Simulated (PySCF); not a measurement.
**Two-dimensional NMR puzzle**

Compound of formula C3H9FP2Si. Correlations simulated from computed shifts and the bond graph:

HSQC (one-bond C–H):
```tsv
δH	δC
5.25	97.4
2.84	32.2
2.34	32.2
1.41	12.9
1.12	12.9
```

COSY cross peaks (H two or three bonds apart, from the bond graph; peaks can be absent where the dihedral angle is near 90°):
```tsv
δH	δH
5.25	2.84
5.25	2.34
2.84	2.34
2.84	1.41
2.84	1.12
2.34	1.41
2.34	1.12
1.41	1.12
```

HMBC (two and three bonds, from the bond graph):
```tsv
δH	δC
5.25	32.2, 12.9
2.84	97.4, 12.9
2.34	97.4, 12.9
1.58	97.4, 12.9
1.41	97.4, 32.2
1.35	97.4, 12.9
1.12	97.4, 32.2
```

All values are calculated (PySCF): coordinates at the GFN2-xTB level, shieldings: GIAO PBE0/pcSseg-1. Non-relativistic, one conformer, no solvent model, averaged over atoms made equivalent by symmetry, fast rotation or ring inversion.

References, each an isolated molecule treated in the same way: TMS for 1H (σref 31.72) and 13C (σref 186.93).

Exchangeable hydrogens are left out of these lists.

Problem. Which molecule is this?

Solution. `F[C@@H]1CC[Si]1(P)P`.

Numbering as in the mapped SMILES `[F:1][C@@H:2]1[CH2:3][CH2:4][Si:5]1([PH2:6])[PH2:7]`. Hydrogens are named by the atom that carries them. Ha(C3), Ha(C4) are cis to F1 on the ring; Hb(C3), Hb(C4) are trans to F1 on the ring.

δC 97.4 is C2, an sp3 CH bonded to F and Si (δH 5.25). δC 32.2 is C3, an sp3 CH2 in a ring (δH 2.34, 2.84). δC 12.9 is C4, an sp3 CH2 bonded to Si (δH 1.12, 1.41). COSY links 5.25–2.84, 5.25–2.34, 2.84–2.34, 2.84–1.41, 2.84–1.12, 2.34–1.41.

The data come from this structure; uniqueness wasn't tested.

Shifts are as computed. Against solution values, carbons near 30 ppm lie about +3 ppm off and those near 130 ppm about +5 ppm. Of 1309 compounds with measured shifts, 239 miss one by over three times the rms of a fit or turn the order of signals round; such compounds aren't used in these exercises.
